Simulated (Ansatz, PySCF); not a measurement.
Gas-phase reaction (SMILES): CCO[Si](C)(C)C [ethoxy(trimethyl)silane] + F (HF) → C[Si](C)(C)F [fluoro(trimethyl)silane] + CCO [ethanol]; hydrogen fluoride cleaves one Si-O bond, a model of a ligand-exchange step.

Structures are relaxed separately at B3LYP-D3(BJ)/def2-TZVP in Ansatz (a first-principles code), one conformer each, not searched for the lowest. Correlated levels leave the core frozen unless marked. No spin-orbit coupling. No relativistic terms. Basis-set limits of correlation are two-point, X^-3; Hartree-Fock from the larger set. The bracket is a focal-point correction in the basis named. Thermal terms are rigid-rotor harmonic-oscillator values from B3LYP-D3(BJ) frequencies (PySCF) at 298.15 K and 1 atm. 1 Eh = 627.5095 kcal/mol.

| species | E, RI-MP2/CBS(aug-cc-pV(T+d)Z,aug-cc-pV(Q+d)Z)+[CCSD(T)-MP2]/aug-cc-pV(T+d)Z (Ansatz) (Eh) | E, B3LYP-D3(BJ)/def2-TZVPD (Ansatz + dftd3) (Eh) | H - E (Eh) |
|---|---|---|---|
| CCO[Si](C)(C)C | -563.02900 | -563.93784 | 0.19368 |
| F (HF) | -100.39388 | -100.49389 | 0.01259 |
| C[Si](C)(C)F | -508.55991 | -509.33113 | 0.12234 |
| CCO | -154.88074 | -155.11878 | 0.08491 |

Work out ΔE and ΔH at 298.15 K at the first level, then ΔH at the second.


1. ΔE = [(-508.55991) + (-154.88074)] - [(-563.02900) + (-100.39388)] = -0.01777 Eh = -11.2 kcal/mol at RI-MP2/CBS(aug-cc-pV(T+d)Z,aug-cc-pV(Q+d)Z)+[CCSD(T)-MP2]/aug-cc-pV(T+d)Z.
2. The terms H - E add up to 0.00098 Eh, so ΔH = (-0.01777 + (0.00098))×627.5095 = -10.5 kcal/mol.
3. At B3LYP-D3(BJ)/def2-TZVPD the same steps give ΔE = -11.4 and ΔH = -10.8 kcal/mol, a shift of -0.3 from the first level.
4. These values are not checked against measurement here, since the tables used lack a sound gas-phase enthalpy of formation for at least one species.
